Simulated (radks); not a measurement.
Q: Species: Tm LXV. Configuration: [He] 2s2 2p1. Calculated with a radial shooting solver on a logarithmic mesh with Libxc functionals: scalar-relativistic Kohn-Sham, exchange-only LDA, spin-polarised, spherical densities, point nucleus; open shells are filled with parallel spins first (spin-orbit coupling, left out, can overturn this in heavy ions). Some entries of the table are withheld. Estimate them.

| orbital | occ. | eigenvalue (hartree) | <r^2> (bohr^2) | r(max) (bohr) |
|---|---|---|---|---|
| 1s up | 1 | -2439.521 | 0.0005451 | 0.01260 |
| 1s down | 1 | -2438.675 | 0.0005447 | 0.01260 |
| 2s up | 1 | -592.8702 | 0.007814 | 0.07008 |
| 2s down | 1 | -591.4565 | 0.007830 | 0.07012 |
| 2p up | 1 | (1) | 0.006197 | 0.05645 |
| 2p down | 0 | (2) | 0.006215 | 0.05650 |
| 3s up | 0 | -252.9683 | 0.04106 | 0.1820 |
| 3s down | 0 | -252.5695 | 0.04116 | 0.1823 |
| 3p up | 0 | -242.0021 | 0.03866 | 0.1745 |
| 3p down | 0 | -241.5556 | 0.03878 | 0.1748 |

A: 
(1) 2p up eigenvalue (hartree): -555.8985
(2) 2p down eigenvalue (hartree): -554.2317
